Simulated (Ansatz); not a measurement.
A series at Si: from `N#C[Si](F)(F)F`, ligands are replaced one by one, each step taking up HCl and setting free H–F; n counts the steps. Ansatz, PBE0-D4/def2-TZVP geometries.

```tsv
n	molecule	HOMO energy, ωB97M-V/def2-TZVPP (eV)
0	`N#C[Si](F)(F)F`	-13.34
1	`N#C[Si](F)(F)Cl`	-12.80
2	`N#C[Si](F)(Cl)Cl`	?
3	`N#C[Si](Cl)(Cl)Cl`	-12.15
```

By hand: fit a straight line y = ȳ + b (n − n̄) to the 3 given rows and predict n = 2.

n̄ = 1.333, ȳ = -12.763; Σ(n − n̄)(y − ȳ) = 1.803, Σ(n − n̄)² = 4.667, so b = 0.386 eV a step. Prediction: -12.763 + (0.386) × (0.667) = -12.51 eV.

By hand: compare with the computed value, -12.43 eV, and give the steps along the whole series.

The line misses by 0.08 eV (computed minus predicted). Steps: 0.54, 0.37, 0.28 eV.

The steps shrink at each stage, from 0.54 to 0.28 eV, so the series is curved. The highest orbital can change its character along such a series. The miss is 6.7 % of the series' range.
